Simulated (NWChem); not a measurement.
## Ionisation of C2H5O2

```
C
O 1 1.3831
H 2 0.9631 1 108.95
H 1 1.1000 2 107.48 3 -176.25
H 1 1.1085 4 107.95 2 -122.43
C 1 1.5605 4 108.04 5 -113.51
O 6 1.3399 1 109.01 4 -54.38
H 6 1.1134 7 113.29 1 -116.54
H 6 1.1151 8 108.94 7 127.34
```
Charge 0, spin multiplicity 2.

Program: NWChem. All single points use one geometry, from UPBE0/def2-SVP, a minimum by its harmonic frequencies. It is one conformer; others weren't searched.

Basis set: def2-TZVP. The species with one electron less has spin multiplicity 3 and keeps the geometry of the parent. Δ marks differences of total energies (open shells unrestricted). −ε marks an orbital energy of the parent. That orbital need not have the symmetry of the hole or added electron in the Δ rows.

B3LYP has NWChem's definition, with VWN1-RPA local correlation. The structure started from a generated list of species. The stability of the SCF solutions was not checked.

Problem. Order these methods by the first vertical ionisation energy they give, lowest first: −ε(beta HOMO) of B3LYP, ΔB3LYP, −ε(beta HOMO) of PBE, G0W0@BHandHLYP, −ε(beta HOMO) of TPSS, G0W0@PBE0.

Solution. −ε(beta HOMO) of PBE (5.64 eV), −ε(beta HOMO) of TPSS (5.88 eV), −ε(beta HOMO) of B3LYP (7.31 eV), ΔB3LYP (9.78 eV), G0W0@PBE0 (9.87 eV), G0W0@BHandHLYP (10.51 eV)
